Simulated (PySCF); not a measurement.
Electron correlation in Ni (nickel, neutral)

[Ar] 3d8 4s2, high-spin 3F determinant. Computed with PySCF 2.14 in STO-3G, with the non-relativistic Hamiltonian (point nucleus). Frozen: [Ar]; 10 electrons correlated.

MP2 pair energies summed by pair of shells (mhartree):

```csv
pair,energy,share (%)
3d-3d,-27.56,57.9
4s-4s,-19.89,41.8
3d-4s,-0.15,0.3
```

Total MP2 correlation energy: -47.60 mhartree.

Same-spin part -0.27 and opposite-spin part -47.33 mhartree; SCS-MP2 scales them by 1/3 and 6/5 to -56.89 mhartree.
